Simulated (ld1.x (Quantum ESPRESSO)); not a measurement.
## Al: variants of one ultrasoft potential

Base potential:

* Element: aluminium
* Generator: ld1.x (Quantum ESPRESSO) 7.5
* Type: ultrasoft
* Functional: PBEsol
* Relativity: scalar-relativistic
* Frozen core: [Ne]
* Valence charge: 3
* Reference configuration: 3s2 3p1
* Partial waves: 3s (bound): rcut 1.70, rcutus 2.30 bohr; 3s channel at 0.15 Ry: rcut 1.70, rcutus 2.30 bohr; 3p (bound): rcut 1.55, rcutus 2.15 bohr; 3p channel at 0.2 Ry: rcut 1.55, rcutus 2.15 bohr; 3d channel at 0.4 Ry: rcut 1.65, rcutus 1.95 bohr; 3d channel at 3.15 Ry: rcut 1.65, rcutus 1.95 bohr
* Local potential: all-electron potential smoothed inside 1.90 bohr (lloc = -2)
* Core correction: a·sin(br)/r model core inside 1.40 bohr
* Augmentation charge: built from norm-conserving waves at rcut, not smoothed further

All-electron outer shells of the reference configuration (PBEsol, scalar-relativistic, ld1.x):

| shell | level (eV) | outermost node (bohr) | outermost maximum (bohr) |
| --- | --- | --- | --- |
| 2s | -107.85 | 0.16 | 0.50 |
| 2p | -69.54 | – | 0.43 |
| 3s | -7.71 | 0.80 | 2.09 |
| 3p | -2.69 | 0.82 | 2.64 |

Cutoffs, loose and tight: the cutoffs (Ry, on a coarse ladder) from which the occupation-weighted sum of valence levels, in a spherical-Bessel basis at the reference potential, stays within 10 and 1 mRy of its value at 400 Ry. They do not see the model core or the augmentation charge, which bear on the density cutoff. Test errors are all-electron minus pseudo excitation energies from the reference, over the configurations 3s2 3p0; 3s1 3p0; 3s2 3p0.5; 3s0 3p3; 3s1 3p2; 3s2 3p1.3; 3s1 3p1. A dash means not determined; rows that change the core or the reference have their own tests.

A true bound ghost makes a file unfit for plane-wave use even where its test errors are small: the radial tests pick states by their node count and pass the ghost by.

| change | outcome | cutoff, loose | cutoff, tight | bound ghosts | largest test error (meV) |
| --- | --- | --- | --- | --- | --- |
| base | generated | 6 Ry | 6 Ry | none | +1.6 |
| all radii but the core radius scaled by about 0.90 (s 2.08, p 1.94, d 1.76 bohr, rcut 1.54/1.40/1.50); local potential all-electron potential smoothed inside 1.72 bohr (lloc = -2) | generated | 6 Ry | 8 Ry | none | -1.2 |
| all radii but the core radius scaled by about 1.10 (s 2.52, p 2.36, d 2.14 bohr, rcut 1.86/1.70/1.80); local potential all-electron potential smoothed inside 2.08 bohr (lloc = -2) | generated | 6 Ry | 8 Ry | none | +3.9 |
| all radii but the core radius scaled by about 1.24 (s 2.84, p 2.66, d 2.42 bohr, rcut 2.10/1.92/2.04); local potential all-electron potential smoothed inside 2.36 bohr (lloc = -2) | generated | 6 Ry | 8 Ry | none | -9.3 |
| all radii but the core radius scaled by about 1.35 (s 3.10, p 2.90, d 2.64 bohr, rcut 2.30/2.10/2.22); local potential all-electron potential smoothed inside 2.56 bohr (lloc = -2) | generated | 6 Ry | 8 Ry | none | -23 |

Q: What comes out with this change to the base: all radii but the core radius scaled by about 0.78 (s 1.78, p 1.66, d 1.52 bohr, rcut 1.32/1.20/1.28); local potential all-electron potential smoothed inside 1.48 bohr (lloc = -2)?

A: outcome: generated; cutoff, loose: 8 Ry; cutoff, tight: 12 Ry; bound ghosts: p; largest test error (meV): +3.6.

Reading the sweep of the scale of all radii but the core radius (base = 1) (base included, trends over the rows without a ghost): The loose cutoff stays near 6 Ry. The median size of the test errors (rows with all tests solved) is not monotonic: lowest 0.4 meV at 1, highest 3.5 meV at 1.35. Bound ghosts are found at 0.78.
